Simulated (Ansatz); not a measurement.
Species: sum formula Si2NH7, net charge 0, singlet state. SMILES: [SiH3]N[SiH3]
Geometry from a B3LYP-D3(BJ)/def2-TZVP (Ansatz, a program for electronic structure) optimisation:
```
N
H 1 1.0119
Si 1 1.7300 2 115.20
Si 1 1.7300 2 115.20 3 -175.84
H 3 1.4786 1 107.45 2 171.58
H 4 1.4786 1 107.45 2 -171.58
H 3 1.4834 5 110.01 1 120.46
H 4 1.4834 6 110.01 1 -120.46
H 3 1.4851 5 108.83 7 117.17
H 4 1.4851 6 108.83 8 -117.17
```
Charge 0, spin multiplicity 1.

Quantity: atomisation energy (electronic, to ground-state atoms), in eV. Cores are frozen in the correlated levels unless marked. UHF or UKS for open shells. Spin-orbit coupling is left out. Non-relativistic. The coupled-cluster limit lacks core correlation, which all-electron functionals hold. CBS(X,Y): correlation extrapolated as X^-3; Hartree-Fock from the larger set.

```tsv
level	program	atomisation energy (eV)
BLYP-D4/def2-TZVPD	Ansatz + dftd4	31.88
PBE0/def2-SVP	Ansatz	31.12
r2SCANh-D4/def2-TZVPD	Ansatz + dftd4	31.78
RPA@PBE/cc-pV(Q+d)Z	Ansatz	30.93
```

Q: Estimate the value at CCSD(T)/CBS(cc-pV(T+d)Z,cc-pV(Q+d)Z) as computed with Ansatz.

A: 32.24 eV, so RPA@PBE/cc-pV(Q+d)Z differs from it by -1.31 eV.
